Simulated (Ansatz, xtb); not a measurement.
# C4H3F3Se: which of two isomers lies lower

Structure X is `FC1=C[C@@H](F)[Se][C@@H]1F`, a singlet and structure Y is `F[C@@H]1C=CC(F)(F)[Se]1`, a singlet. Both are isolated molecules in the gas phase, relaxed with PBE-D3(BJ)/def2-SVP.

Quicker runs give these differences E(Y) − E(X): GFN2-xTB −16.0 kJ/mol; HF/STO-3G −18.7 kJ/mol (at GFN2-xTB geometries); r2SCAN-D4/def2-SVP −33.7 kJ/mol (at GFN2-xTB geometries).

Task: Estimate E(Y) − E(X) at the level CCSD(T)/def2-SVP + ΔMP2/def2-TZVPP.

Result: Calculated at CCSD(T)/def2-SVP + ΔMP2/def2-TZVPP: E(Y) − E(X) = −28.4 kJ/mol, so structure Y lies lower.

Level by level:

```csv
level,geometry,E(Y) − E(X) (kJ/mol),departure from the last row (kJ/mol),"job, with rough time for the two"
GFN2-xTB,GFN2-xTB,−16.0,+12.4,"optimisation, 0.18 s"
HF/STO-3G,GFN2-xTB,−18.7,+9.7,"single point, 0.56 s"
r2SCAN-D4/def2-SVP,GFN2-xTB,−33.7,−5.3,"single point, 4.4 s"
PBE-D3(BJ)/def2-SVP,PBE-D3(BJ)/def2-SVP,−28.2,+0.2,"optimisation, 29 s"
HF/def2-SVP,PBE-D3(BJ)/def2-SVP,−33.0,−4.6,part of the CCSD(T) run
MP2/def2-SVP,PBE-D3(BJ)/def2-SVP,−34.7,−6.3,part of the CCSD(T) run
CCSD(T)/def2-SVP,PBE-D3(BJ)/def2-SVP,−34.3,−5.9,single point
CCSD(T)/def2-SVP + ΔMP2/def2-TZVPP,PBE-D3(BJ)/def2-SVP,−28.4,,"single point, 2.2 min"
```

As drawn, both hold the same kinds of bond in the same numbers.

The levels shown agree on the order. The largest departure from CCSD(T)/def2-SVP + ΔMP2/def2-TZVPP is that of GFN2-xTB, 12.4 kJ/mol. The last row adds to CCSD(T) the change of the MP2 difference between the two basis sets, here +5.9 kJ/mol.

With thermal terms from frequencies at re-optimised GFN2-xTB minima (ideal gas, soft modes damped towards free rotors, one conformer each, 298.15 K, 1 atm): on the last row, ΔE + ΔZPE = −29.2, ΔH = −29.3, ΔG = −28.4 kJ/mol.

The correlated steps freeze 16 core orbitals; the filled d shell of Se is correlated, in a basis made for valence electrons. Programs: Ansatz 0.2.0, xtb 6.7.1; the last row on 4 threads of Arm Neoverse V1 on a shared host.
